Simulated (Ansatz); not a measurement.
C2H5F2GaO, SMILES `CC[O][Ga]([F])[F]`, relaxed with RKS PBE0-D4/def2-TZVP in the Gaussian-basis code of Ansatz from a GFN2-xTB geometry. The force threshold is 0.005 eV/Å; the program also tests the step.

Total charge 0; spin multiplicity 1.

Start:

```xyz
11

C     1.357   -0.237   -0.181
C     0.195   -0.861    0.570
O    -1.034   -0.688   -0.114
Ga   -1.711    0.922   -0.393
F    -1.225    2.294    0.593
F    -2.933    1.191   -1.598
H     2.289   -0.385    0.360
H     1.170    0.840   -0.280
H     1.442   -0.669   -1.176
H     0.311   -1.950    0.632
H     0.140   -0.457    1.588
```

(1) How much energy does the relaxation release, and in how many steps? (An estimate is asked.)

(2) Which bonds change most? (An estimate is asked.)

(3) Give the relaxed structure. (Estimate.)

## Answers

(1) The calculation gave: 2.90 kJ/mol, in 11 steps, 3 of them rejected.

(2) The calculation gave: Ga4–F5 from 1.758 to 1.741 Å; O3–Ga4 from 1.769 to 1.754 Å; C1–C2 from 1.518 to 1.511 Å; Ga4–F6 from 1.738 to 1.730 Å.

(3) The calculation gave: 
```xyz
11

C     1.363   -0.218   -0.130
C     0.179   -0.876    0.538
O    -1.031   -0.679   -0.180
Ga   -1.720    0.916   -0.419
F    -1.081    2.347    0.339
F    -3.119    1.134   -1.413
H     2.285   -0.443    0.412
H     1.249    0.871   -0.144
H     1.473   -0.575   -1.156
H     0.324   -1.960    0.584
H     0.078   -0.517    1.569
```
